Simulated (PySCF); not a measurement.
Species: C4H6ClF3Si.
Numbering: `[F:1][C:2]([F:3])([F:4])[C@@H:5]1[CH2:6][CH2:7][Si@H:8]1[Cl:9]`

Probes without a nucleus sit at each ring's centroid and 1 Å off its mean plane on both sides; NICS is minus the shielding there, NICSzz its component along the normal. Level: GIAO PBE0/pcSseg-1 (PySCF, non-relativistic, gas phase) on the GFN2-xTB geometry, one conformer.

Ring bond lengths (Å), with Mayer bond orders in brackets: C5–C6 1.545 (0.95), C6–C7 1.545 (1.00), C7–Si8 1.914 (0.94), Si8–C5 1.928 (0.83).

Give the NICS values of each ring in ppm.

| ring | type | NICS(0) | NICS(1), two faces | NICS(1)zz, two faces | rms pucker (Å) | centre to ring atoms, mean (Å) |
| --- | --- | --- | --- | --- | --- | --- |
| C5–C6–C7–Si8 | 4-membered ring with Si; formal bonds all single | 0.0 | -1.3 / -0.7 | 3.0 / 5.0 | 0.06 | 1.22 |

What can be read from them?

- C5–C6–C7–Si8: mean NICS(1)zz 4.0 ppm, deshielded. C5, C6, C7, Si8 have four or more neighbours, and the NICS criterion for π rings isn't applied.

What is the mean of the two in-plane components of NICS at the first NICS(1) probe listed for ring C5–C6–C7–Si8, 1 Å off the ring?

The isotropic value is a third of the trace: (3 × -1.3 − (3.0))/2 = -3.5 ppm.

Conformer computed: `[F:1][C:2]([F:3])([F:4])[C@@H:5]1[CH2:6][CH2:7][Si@H:8]1[Cl:9]`: F1–C2–C5–C6 176°.
